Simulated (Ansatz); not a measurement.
`[OH][AlH][I]` + `N[SiH3]` → `[OH][AlH][NH][SiH3]` + HI at 298.15 K and 1 bar (ligand exchange at the Al–I bond).

Computed with Ansatz on PBE0-D4/def2-TZVP structures; ΔE is electronic, products minus reactants. CBS: MP2 limit from def2 TZ/QZ plus the TZ coupled-cluster correction, frozen cores. This one scheme is used for every species. Elements past krypton have def2 core potentials. For I outer-core shells are correlated without core-valence functions, which leaves a few kJ/mol of doubt a bond. One conformer a species, not always the lowest.

```json
{"species": "`[OH][AlH][I]`", "CCSD(T)/CBS energy (Eh)": "-615.94705", "H − E (kJ/mol)": "71.5", "S (J/(mol·K))": "308.8"}
{"species": "`N[SiH3]`", "CCSD(T)/CBS energy (Eh)": "-346.80422", "H − E (kJ/mol)": "145.7", "S (J/(mol·K))": "264.3"}
{"species": "`[OH][AlH][NH][SiH3]`", "CCSD(T)/CBS energy (Eh)": "-664.69394", "H − E (kJ/mol)": "184.0", "S (J/(mol·K))": "349.3"}
{"species": "HI", "CCSD(T)/CBS energy (Eh)": "-298.03592", "H − E (kJ/mol)": "22.7", "S (J/(mol·K))": "206.5"}
```

H − E and S are ideal-gas, rigid-rotor, harmonic terms from PBE0-D4/def2-TZVP, for one conformer and one mirror image of each species. 1 Eh = 2625.50 kJ/mol, R = 8.31446 J/(mol·K).

Task: By hand: ΔE, ΔH, ΔS and ΔG.

Result: ΔE = (-664.69394) + (-298.03592) − (-615.94705) − (-346.80422) = 0.02141 Eh = 56.2 kJ/mol. Δ(H − E) = 184.0 + 22.7 − 71.5 − 145.7 = -10.5, so ΔH = 45.7 kJ/mol. ΔS = 349.3 + 206.5 − 308.8 − 264.3 = -17.3 J/(mol·K). ΔG = 45.7 − 298.15 × (-17.3)/1000 = 50.9 kJ/mol.

Task: By hand: the equilibrium constant, and the temperature at which ΔG would vanish if ΔH and ΔS stayed fixed.

Result: log₁₀ K = −ΔG/(RT ln 10) = -8.9. ΔH and −TΔS have one sign here, so there is no such temperature.

ΔH outweighs TΔS. A doubt of 5 kJ/mol in ΔE shifts log₁₀ K by 0.9 here. Other conformers and mirror images would add mixing entropy, several J/(mol·K) or more a flexible species. Modes under 60 cm⁻¹, often nearly free rotors, make the harmonic entropy too high. These are equilibria of isolated gas molecules and say nothing of rates. Largest T1 diagnostic: 0.012 (customary marks: 0.02 for closed shells, 0.045 for open ones).
